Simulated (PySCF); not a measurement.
**Cu⁺: ionisation energy**

Cu⁺ [Ar] 3d10 (1S) → Cu²⁺ [Ar] 3d9 (2D), as a difference of total energies. All numbers are calculated (PySCF 2.14, no relativity, point nucleus, in def2-TZVP (6s4p4d1f, 45 functions)). Correlated levels: valence: [Ar] frozen. The calculations carry no spin-orbit coupling.

| method | ionisation energy (eV) |
| --- | --- |
| UHF | 17.429 |
| MN15 | 20.898 |
| M06-L | 20.090 |
| MP2 (valence) | 20.621 |
| SCS-MP2 (valence) | 20.221 |

How much does correlation contribute at MP2 (valence)?

20.621 − (17.429) = 3.192 eV, measured against UHF.

These non-relativistic numbers lack the scalar-relativistic shift.

The reference lies between the lowest fine-structure levels, while these numbers refer to the centres of the terms.

Errors of the correlated levels include the incompleteness of this basis and the frozen core.

For comparison: 20.292 eV (measured; NIST Atomic Spectra Database, ionization energies).
